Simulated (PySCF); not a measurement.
Sn(Br)(SH) (BrHSSn), SMILES [SH][Sn][Br] (connectivity only; charge and spin as stated), neutral, multiplicity 1. Atoms are numbered in the order given.

```xyz
4

Sn     0.7219     0.5739     0.0000
Br    -0.3656    -1.7272     0.0000
S     -1.4070     1.7970     0.0000
H     -0.7877     3.0020     0.0000
```

Geometry: r2SCAN-D4/def2-SVP. The def2 effective core potentials stand for the cores of Sn; spin–orbit coupling is left out. Other conformers were not sampled.

All values below come from PySCF with B3LYP/def2-TZVPD.

Mulliken values depend strongly on the basis, most of all with diffuse functions as here. ESP charges are fitted to the potential on shells at 1.4 to 2.0 van der Waals radii. Atomic charges (e):

| atom | ESP fit | Mulliken |
|---|---|---|
| Sn1 | … | 0.70 |
| Br2 | … | -0.38 |
| S3 | … | -0.47 |
| H4 | … | 0.15 |

Task: What belongs in the gaps? (Estimate from the structure and the level; the computed values follow.)

Result: 
- Sn1, ESP fit: 0.32
- Br2, ESP fit: -0.20
- S3, ESP fit: -0.27
- H4, ESP fit: 0.15
